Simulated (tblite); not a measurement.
C₅H₁₀OSi₂.
SMILES with atom numbers: `[CH3:1][O:2][C:3]1=[CH:4][SiH2:5][CH:6]=[CH:7][SiH2:8]1` (hydrogens: H9, H10, H11 on C1; H12 on C4; H13, H14 on Si5; H15 on C6; H16 on C7; H17, H18 on Si8)

Computed with GFN2-xTB (tblite), gas phase: L-BFGS steps from a force-field or distance-geometry start until the largest atomic force falls under 0.01 eV/Å.

Step 10: E = -632.6686 eV
```
atom  x, y, z in Å  |  force x, y, z in eV/Å
C1     -3.0517   -0.1140   -0.0958    0.016   0.030  -0.008
O2     -1.9937    0.8169   -0.0442   -0.008   0.018   0.019
C3     -0.7109    0.3420   -0.0151    0.016  -0.070  -0.018
C4     -0.3849   -0.9541   -0.0408    0.057  -0.043   0.010
Si5     1.3560   -1.6231   -0.0036    0.013  -0.004   0.011
C6      2.5993   -0.2147    0.0726   -0.028   0.042  -0.006
C7      2.2751    1.0759    0.0984   -0.032   0.011  -0.005
Si8     0.5314    1.7767    0.0621   -0.087  -0.020   0.009
H9     -3.9701    0.4707   -0.1074    0.017   0.018   0.005
H10    -2.9994   -0.7285   -1.0026    0.000   0.050   0.021
H11    -3.0493   -0.7744    0.7800    0.005   0.066  -0.023
H12    -1.1684   -1.7037   -0.0833    0.045   0.018  -0.003
H13     1.5374   -2.4913    1.1733    0.013  -0.003   0.018
H14     1.6141   -2.4333   -1.2067    0.013  -0.002  -0.022
H15     3.6502   -0.4826    0.0962    0.024  -0.063   0.003
H16     3.0687    1.8154    0.1434    0.037   0.015   0.001
H17     0.3806    2.6489   -1.1120   -0.049  -0.032  -0.023
H18     0.3067    2.5795    1.2738   -0.051  -0.031   0.014
```

Step 11: E = -632.6697 eV
```
atom  x, y, z in Å  |  force x, y, z in eV/Å
C1     -3.0494   -0.1118   -0.0958   -0.010   0.035  -0.006
O2     -1.9903    0.8171   -0.0442   -0.019   0.026   0.022
C3     -0.7088    0.3395   -0.0146   -0.006  -0.053  -0.024
C4     -0.3859   -0.9569   -0.0414    0.059  -0.041   0.014
Si5     1.3538   -1.6244   -0.0038    0.091   0.003   0.022
C6      2.5994   -0.2150    0.0727   -0.012   0.074  -0.006
C7      2.2761    1.0768    0.0981   -0.029  -0.003  -0.002
Si8     0.5301    1.7753    0.0621   -0.043  -0.011   0.015
H9     -3.9676    0.4729   -0.1072    0.015   0.032   0.004
H10    -2.9992   -0.7256   -1.0024    0.007   0.036   0.007
H11    -3.0494   -0.7715    0.7799    0.013   0.053  -0.013
H12    -1.1705   -1.7043   -0.0833    0.034   0.003  -0.006
H13     1.5388   -2.4918    1.1743    0.007   0.004   0.004
H14     1.6152   -2.4333   -1.2074    0.009  -0.001  -0.018
H15     3.6523   -0.4813    0.0964   -0.027  -0.066   0.002
H16     3.0701    1.8180    0.1433    0.004  -0.025  -0.002
H17     0.3754    2.6458   -1.1128   -0.046  -0.031  -0.020
H18     0.3011    2.5768    1.2744   -0.046  -0.034   0.005
```

Problem. Estimate the geometry and energy of step 12. (The exact step hangs on the optimiser's Hessian estimate; all steps are aligned on step 11, rigid shifts and turns removed.)

Solution. E = -632.6711 eV, largest force 0.152 eV/Å
```
atom  x, y, z in Å  |  force x, y, z in eV/Å
C1     -3.0469   -0.1085   -0.0958   -0.034   0.038  -0.001
O2     -1.9865    0.8176   -0.0438   -0.013   0.021   0.019
C3     -0.7066    0.3357   -0.0146   -0.021  -0.022  -0.022
C4     -0.3860   -0.9607   -0.0417    0.049  -0.024   0.016
Si5     1.3532   -1.6258   -0.0037    0.150   0.009   0.022
C6      2.5995   -0.2144    0.0728    0.008   0.078  -0.005
C7      2.2767    1.0782    0.0977   -0.020  -0.007   0.002
Si8     0.5278    1.7734    0.0624    0.009   0.000   0.013
H9     -3.9646    0.4763   -0.1069    0.002   0.052   0.002
H10    -2.9990   -0.7216   -1.0020    0.013   0.018  -0.012
H11    -3.0492   -0.7672    0.7796    0.018   0.031   0.005
H12    -1.1723   -1.7051   -0.0835    0.023  -0.026  -0.007
H13     1.5406   -2.4922    1.1755    0.005   0.009  -0.006
H14     1.6166   -2.4334   -1.2085    0.006   0.002  -0.008
H15     3.6540   -0.4811    0.0968   -0.079  -0.055   0.000
H16     3.0717    1.8204    0.1432   -0.033  -0.058  -0.005
H17     0.3685    2.6416   -1.1141   -0.043  -0.032  -0.012
H18     0.2939    2.5731    1.2752   -0.041  -0.035  -0.002
```

The energy changes by -0.0014 eV. The first-order estimate −F·Δx gives -0.0018 eV and the mean of the old and new forces, exact on a quadratic surface, -0.0014 eV. The step makes an angle of 61° with the force vector and moves no atom by more than 0.008 Å.

What follows is the cost of the whole relaxation. Time: 0.22 s wall. Hardware: Arm Neoverse V2, one thread, shared host with 96 logical CPUs at a one-minute load of 37.
